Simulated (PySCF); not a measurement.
## Working out the excitation energy of Re

Re [Xe] 4f14 5d5 6s2 (6S) → Re [Xe] 4f14 5d5 6s1 7s1 (8S). All numbers are calculated (PySCF 2.14, a scalar-relativistic core potential, in aug-cc-pVDZ-PP with ECP60MDF). Frozen: 5s2 5p6. Energies in hartree (1 hartree = 27.21139 eV):

| part | Re (lower) | Re (upper) |
| --- | --- | --- |
| UHF | -77.834749 | -77.702341 |
| CCSD correlation | -0.121843 | -0.074476 |
| (T) | -0.004045 | -0.000926 |

Task: What does Hartree-Fock give?

Result: (-77.702341) − (-77.834749) = 0.132408 hartree = 3.603 eV.

Task: What do CCSD and CCSD(T) give?

Result: The CCSD correlation energies differ by 0.047367 hartree = 1.289 eV and the triples by 0.003119 hartree = 0.085 eV, so CCSD gives 4.892 eV and CCSD(T) 4.977 eV.

A double-zeta basis recovers only part of the correlation energy.
